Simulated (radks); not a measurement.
Problem. Spherical quantum dot in the effective-mass picture: electrons in a parabolic well V = omega^2 r^2 / 2 with omega = 0.0564, all in effective atomic units (hartree* = m*/eps^2 hartree, bohr* = eps/m* bohr), one dielectric constant everywhere. Calculated with a radial shooting solver with Libxc functionals: non-relativistic Kohn-Sham, LDA (Slater exchange, Perdew-Wang correlation), spin-polarised, spherical densities. Levels are named by radial order and angular momentum (1s, 1p, 1d, 2s, ...), and open shells are averaged over m. Results are scaled to m* = 0.341 and eps = 9.1, for which hartree* = 112.1 meV and bohr* = 1.412 nm. At N = 20 the configuration is 1s2 1p6 1d10 2s2. Does electron 21 go into 1f up or 1g up?

Solution. Into 1f up. The total energies of the other choices lie higher by 2.02 meV (1g up).
